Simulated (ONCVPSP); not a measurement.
## Configuration tests for sulfur (S) (ONCV)

sulfur, optimised norm-conserving Vanderbilt (ONCV), made with ONCVPSP 4.0.1 (PBEsol, scalar-relativistic). Core [He], reference 2s2 2p6 3s1.75 3p4.25. Waves: 2s+3s: rc 0.75 bohr, ncon 5, nbas 8, qcut 12.4 1/bohr, 2 projectors; 2p+3p: rc 0.80 bohr, ncon 3, nbas 6, qcut 19 1/bohr, 2 projectors; d scattering state at 0.05 Ha: rc 0.80 bohr, ncon 3, nbas 8, qcut 13.8 1/bohr, 1 projector. Local part: polynomial inside 0.70 bohr (lpopt 5, dvloc0 1 Ha). Core correction: Teter function, fcfact 2, rcfact 1.

Energies are relative to the spin-unpolarised reference configuration 2s2 2p6 3s1.75 3p4.25; without spin polarisation the order of configurations can differ from experiment.

```csv
valence configuration,charge,ΔE all-electron (eV),error AE − PS (meV)
2s2 2p6 3s2 3p3,+1,9.175,+0.9
2s2 2p6 3s2 3p2,+2,31.416,+3.8
2s2 2p6 3s2 3p3.5,+0.5,2.085,+0.3
```

Question: What are ΔE and the potential's error for 2s2 2p6 3s2 3p4?

Answer: ΔE = -2.558 eV all-electron; the error (AE − PS) is 0.0 meV.
